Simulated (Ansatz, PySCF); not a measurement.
Gas-phase reaction 1.5 R1 → P1, each structure at its B3LYP-D3(BJ)/def2-TZVP stationary point, reached from a drawn start (curvature not checked).
R1: O2 (SMILES O=O), charge 0, multiplicity 3.
P1, O3 (SMILES O=[O+][O-]) (charge 0, multiplicity 1):
```csv
atom,x (Å),y (Å),z (Å)
O,0.0000,0.0000,-0.4286
O,1.0762,0.0000,0.2143
O,-1.0762,0.0000,0.2143
```

P less R. No zero-point or thermal terms; singlets are restricted closed shells; open shells are unrestricted; no spin–orbit coupling.

Correlated levels freeze the cores. CBS: X⁻³ extrapolation of the correlation energy, Hartree–Fock from the larger set.

Run with Ansatz (an electronic-structure program); PySCF for the D3/D4 terms. Each number belongs to the level named beside it.

PBE/def2-TZVPP gives 1.358 eV for the reaction energy.

### Question
Predict the shift from PBE, with its sign, for: PBE-D3(BJ)/def2-TZVPP, r2SCAN/def2-TZVPP, B3LYP/def2-TZVPP, wB97M-V/def2-TZVPP, B2PLYP/def2-TZVPP, MP2/CBS(cc-pVTZ, cc-pVQZ), CCSD(T)/CBS(cc-pVTZ, cc-pVQZ).

### Answer
PBE-D3(BJ)/def2-TZVPP -0.009; r2SCAN/def2-TZVPP 0.510; B3LYP/def2-TZVPP 0.612; wB97M-V/def2-TZVPP 0.639; B2PLYP/def2-TZVPP 0.367; MP2/CBS(cc-pVTZ, cc-pVQZ) -0.280; CCSD(T)/CBS(cc-pVTZ, cc-pVQZ) 0.195 eV. 5 of 7 lie above PBE; the widest gap is to wB97M-V/def2-TZVPP.

Doubts at one or more of the structures used: other coupled-cluster roots may lie near (CCSD(T)/CBS(cc-pVTZ, cc-pVQZ)).
